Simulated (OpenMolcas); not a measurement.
Computed levels of 2s² 2p in ions with 5 electrons, in cm-1 above ²P°_1/2.

```yaml
Program: OpenMolcas 26.06
Method: RASSCF
Basis: ANO-R3
Scalar_Hamiltonian: X2C, finite nucleus
Spin-orbit_coupling: RASSI with atomic mean-field integrals over the reference wave functions, term energies averaged over their components
```

Active space for each ion: 1 electron in 9 orbitals (RAS2 2p; RAS3 3s 3d, at most 1 electron).

```csv
Level,B,N2+,O3+,F4+,Ne5+
²P°_3/2,14.4,173,383,740,1301
```

Problem. Estimate ²P°_3/2 for C+ from its neighbours B and N2+.

Solution. ²P°_3/2 is fine structure, which grows about as the fourth power of a screened charge, so the fourth roots are averaged: ((14.4^0.25 + 173^0.25) / 2)^4 = 60. The calculation gives 61.9, so the estimate is off by -3.1 %; the measured value is 63.4 (NIST Handbook of Basic Atomic Spectroscopic Data).

With one active electron the reference holds no correlation, so core polarisation is missing. No level of 2s² 3d was computed, though it lies in the active space (holds for B). Computed and measured levels are paired by configuration, term and J; levels that our copy of the source lacks, or whose pairing is in doubt (as where it misses far off the trend of its configuration), stay unpaired and out of the deviations. Only configurations of the active space appear.

° marks odd parity.
